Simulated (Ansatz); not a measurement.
Species: CH2BBr2O (charge 0, doublet). It need not be the lowest isomer of its formula. 
Structure (B3LYP-D3(BJ)/def2-TZVP (Ansatz, an electronic-structure program) minimum search):
```xyz
7

C     -2.7059     0.5350     0.4242
O     -1.7444    -0.1868    -0.1970
B     -0.4083    -0.0865    -0.0839
Br     0.4332     1.2069     1.0757
Br     0.6631    -1.2886    -1.1280
H     -3.7149     0.2647     0.1667
H     -2.4214     1.3113     1.1162
```
Charge 0, spin multiplicity 2.

Basis-set convergence of Hartree-Fock and CCSD(T) correlation energies (hartree) with Ansatz. Correlated levels leave the core frozen unless marked. UHF or UKS for open shells. Spin-orbit coupling is left out. The frozen core is the preceding noble-gas configuration, with the filled d and f shells of earlier blocks. Non-relativistic.

```tsv
basis	functions	E(HF)	E(corr, CCSD(T))
cc-pVDZ	106	-5283.43101	-0.66270
cc-pVTZ	204	-5283.62649	-0.86516
cc-pVQZ	361	-5283.64202	-0.93401
```

Extrapolating the two largest sets (X = 3 and 4) as X^-3: E(corr) = (64·(-0.93401) - 27·(-0.86516))/37 = -0.9843 Eh, an estimate of the basis-set limit. The largest set recovers 94.9 % of it, the smallest 67.3 %.
